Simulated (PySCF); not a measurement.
FH₃OSiTe, SMILES O([SiH3])[Te]F. Atoms are numbered in the order given.

```xyz
7

Te    -0.2218     0.5519     0.5806
F     -1.9778    -0.2133     0.1443
O      0.9181    -0.9614    -0.0718
Si     1.2727    -1.1118    -1.7353
H      0.0132    -1.2531    -2.5425
H      2.1098    -2.3518    -1.8498
H      2.0473     0.0816    -2.2271
```

Geometry: PBE-D3(BJ)/def2-SVP. The def2 effective core potentials stand for the cores of Te; spin–orbit coupling is left out. One conformer was computed; it need not be the lowest.

Calculation: HF/def2-TZVP (PySCF).

ESP charges are fitted to the potential on shells at 1.4 to 2.0 van der Waals radii. Atomic charges (e):

```
atom  Löwdin  ESP fit
----  ------  -------
Te1     0.76     0.46
F2     -0.41        …
O3     -0.37        …
Si4     0.20     0.54
H5     -0.06        …
H6     -0.06        …
H7     -0.06        …
```

Problem. Fill in the missing entries. (The exact figures need the calculation; the answer reports its results.)

Solution. 
- F2, ESP fit: -0.29
- O3, ESP fit: -0.39
- H5, ESP fit: -0.10
- H6, ESP fit: -0.09
- H7, ESP fit: -0.12

Problem. Give the Mayer and Wiberg (Löwdin basis) orders of the bonds. (The exact figures need the calculation; the answer reports its results.)

Solution. 
```tsv
bond	Mayer	Wiberg
Te1–F2	0.72	1.19
Te1–O3	0.89	1.27
O3–Si4	0.94	1.54
Si4–H5	0.97	0.97
Si4–H6	0.97	0.97
Si4–H7	0.97	0.97
```
